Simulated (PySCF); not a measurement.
Species: MoO2(NMe2)2, C4H12MoN2O2 (singlet state).
Bonds: Mo1–O2, Mo1–O3, Mo1–N4, Mo1–N13, N4–C5, N4–C6, N13–C14, N13–C15. Hydrogens: H7, H8, H9 on C5; H10, H11, H12 on C6; H16, H17, H18 on C14; H19, H20, H21 on C15.

Method: PySCF 2.14.0, PBE0-D3(BJ)/def2-SVP geometry optimisation, gas phase, def2 core potentials past Kr.

**Question.** What internal coordinates does the optimisation give?

**Answer.** 
| bond | length (pm) |
| --- | --- |
| Mo1–O2, Mo1–O3 | 169.0 |
| Mo1–N4, Mo1–N13 | 193.3 |
| N4–C5 and 3 like bonds | 144.4 |
| C5–H7 and 11 like bonds | 110.4 |

Bonds in one row agree within 1 pm and their mean is given. A selection of angles:
| angle | degrees |
| --- | --- |
| O2–Mo1–O3 | 116.4 |
| O2–Mo1–N4 | 107.6 |
| N4–Mo1–N13 | 110.1 |
| Mo1–N4–C5 | 122.9 |
| C5–N4–C6 | 114.2 |
| Mo1–N13–C15 | 122.5 |

Dihedral angles: O2–Mo1–N4–C5 154° (antiperiplanar); O2–Mo1–N13–C14 -152° (antiperiplanar).

Mo1 (molybdenum bonded to 2 N and 2 O) is distorted tetrahedral (angles from 107.5° to 116.4°). Of the pairs four or more bonds apart, O3···H17 is among the closest relative to their van der Waals radii: 2.74 Å, 101 % of the sum of Bondi's values. All 4 C–N bonds measure 1.444 Å. N4 (nitrogen bonded to 2 C and Mo) is planar (angles 122.9°, 122.9° and 114.2°, sum 360.0°, 0.02 Å off the plane of its three neighbours).

Point group: near C2v, missed by 0.11 Å at most; the miss may be what the optimiser left on a soft mode (Cs holds within 0.08 Å). No PBE0-D3(BJ)/def2-SVP frequencies stand behind this structure, so it isn't proved a minimum.

The run took 8.6 min of wall time on Arm Neoverse V1, one thread, on a shared host, and the process peaked at 0.96 GiB of memory. That covers the optimisation of the geometry.
